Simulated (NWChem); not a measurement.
System: SeCl₂; SMILES Cl[Se]Cl

NWChem input:

```
start job
memory heap 200 mb stack 900 mb global 1100 mb
geometry units angstroms noautoz
  Se     0.000000     0.000000     0.683275
  Cl    -1.684850     0.000000    -0.684935
  Cl     1.684850     0.000000    -0.684935
end
basis spherical
  Se library pcseg-2
  Cl library pcseg-2
end
dft
  xc b3lyp
  iterations 150
  mulliken
end
task dft gradient
```

Parts of the log:

```
             Northwest Computational Chemistry Package (NWChem) 7.3.0
             --------------------------------------------------------

 C2V symmetry detected

                             Geometry "geometry" -> ""
                             -------------------------

 Output coordinates in angstroms (scale by  1.889725989 to convert to a.u.)

  No.       Tag          Charge          X              Y              Z
 ---- ---------------- ---------- -------------- -------------- --------------
    1 Se                  34.0000     0.00000000     0.00000000     0.68410500
    2 Cl                  17.0000    -1.68485000     0.00000000    -0.68410500
    3 Cl                  17.0000     1.68485000     0.00000000    -0.68410500

 Effective nuclear repulsion energy (a.u.)     327.2328349979

      Symmetry information
      --------------------

 Group name             C2v
 Group number             16
 Group order               4
 No. of unique centers     2

                                 NWChem DFT Module
                                 -----------------

 Summary of "ao basis" -> "ao basis" (spherical)
 ------------------------------------------------------------------------------
       Tag                 Description            Shells   Functions and Types
 ---------------- ------------------------------  ------  ---------------------
 Se                         pcseg-2                 15       43   6s5p3d1f
 Cl                         pcseg-2                 12       34   5s4p2d1f

      Symmetry analysis of basis
      --------------------------

        a1         42
        a2         15
        b1         33
        b2         21

            General Information
            -------------------
          SCF calculation type: DFT
          Wavefunction type:  closed shell.
          No. of atoms     :     3
          No. of electrons :    68
           Alpha electrons :    34
            Beta electrons :    34
          Charge           :     0
          Spin multiplicity:     1
          Use of symmetry is: on ; symmetry adaption is: on
          Maximum number of iterations: 150
          AO basis - number of functions:   111
                     number of shells:    39
          Convergence on energy requested:  1.00D-06
          Convergence on density requested:  1.00D-05
          Convergence on gradient requested:  5.00D-04

              XC Information
              --------------
                         B3LYP Method XC Potential
                     Hartree-Fock (Exact) Exchange  0.200
                        Slater Exchange Functional  0.800 local
                    Becke 1988 Exchange Functional  0.720 non-local
              Lee-Yang-Parr Correlation Functional  0.810
                  VWN I RPA Correlation Functional  0.190 local

             Grid Information
             ----------------
          Grid used for XC integration:  medium
          Radial quadrature: Mura-Knowles
          Angular quadrature: Lebedev.
          Tag              B.-S. Rad. Rad. Pts. Rad. Cut. Ang. Pts.
          ---              ---------- --------- --------- ---------
          Se                  1.15      112           8.0       590
          Cl                  1.00       88          10.0       590
          Grid pruning is: on
          Number of quadrature shells:   200
          Spatial weights used:  Erf1

      Superposition of Atomic Density Guess
      -------------------------------------

 Sum of atomic energies:       -3318.78273208

      Non-variational initial energy
      ------------------------------

 Total energy =   -3319.071899
 1-e energy   =   -5268.632679
 2-e energy   =    1622.327945
 HOMO         =      -0.225176
 LUMO         =      -0.065451

      Symmetry analysis of molecular orbitals - initial
      -------------------------------------------------

  Numbering of irreducible representations:

     1 a1          2 a2          3 b1          4 b2

  Orbital symmetries:

     1 a1          2 b1          3 a1          4 a1          5 b1
     6 a1          7 b2          8 b1          9 a1         10 a1
    11 a1         12 b1         13 a1         14 b2         15 b1
    16 a2         17 b1         18 a1         19 b2         20 b1
    21 a1         22 a2         23 a1         24 b2         25 a1
    26 b1         27 a1         28 b1         29 a1         30 b2
    31 a2         32 b1         33 a1         34 b2         35 a1
    36 b1         37 b1         38 a1         39 b2         40 a1
    41 b1         42 a2         43 a1         44 b2

     ---------------------------------------------
      Total Density - Mulliken Population Analysis
     ---------------------------------------------

    Atom       Charge   Shell Charges
 -----------   ------   -------------------------------------------------------
    1 Se  34    33.51   2.00  2.00  1.19  0.75  0.86  1.10  6.00  5.92  0.70  2.10  0.72  9.73  0.30  0.11  0.02
    2 Cl  17    17.25   2.01  0.38  1.60  1.05  0.91  5.92  1.01  3.04  1.31  0.00  0.02  0.00
    3 Cl  17    17.25   2.01  0.38  1.60  1.05  0.91  5.92  1.01  3.04  1.31  0.00  0.02  0.00

[...]

                         DFT ENERGY GRADIENTS

    atom               coordinates                        gradient
                 x          y          z           x          y          z
   1 Se      0.000000   0.000000   1.292771    0.000000   0.000000  -0.003903
   2 Cl     -3.183905   0.000000  -1.292771    0.002759   0.000000   0.001952
   3 Cl      3.183905   0.000000  -1.292771   -0.002759   0.000000   0.001952
```

Level: B3LYP/pcseg-2. Coordinates come from a PBE0/def2-SVP optimisation.
